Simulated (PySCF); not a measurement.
Consider ethylaluminum dichloride, `C[CH2][Al]([Cl])[Cl]` (C2H5AlCl2). Numbering: `[CH3:1][CH2:2][Al:3]([Cl:4])[Cl:5]`

These are calculated values, M06-2X/def2-TZVP in PySCF (grid level 3) at geometries from PBE0-D3(BJ)/def2-SVP. Thermal corrections: GFN2-xTB frequencies, unscaled, ideal gas at 298.15 K and 1 bar, quasi-RRHO entropy. These were taken at the GFN2-xTB minima.

Question: Rank these bonds by dissociation enthalpy, weakest first.
A. Al3–Cl4
B. C2–H
C. C1–H
D. C2–Al3
E. C1–C2

Answer: D (319 kJ/mol), E (351 kJ/mol), B (386 kJ/mol), C (404 kJ/mol), A (493 kJ/mol).

Question: For C2–Al3, what are ΔE (electronic) and ΔG(298 K) of the homolysis?

Answer: ΔE = 331 and ΔG = 266 kJ/mol, beside ΔH = 319 kJ/mol. The radicals are `[CH2]C` and `[Cl][Al][Cl]`.

Known limits: spin-orbit coupling is left out of the energies, which matters for open shells on the heavier atoms.
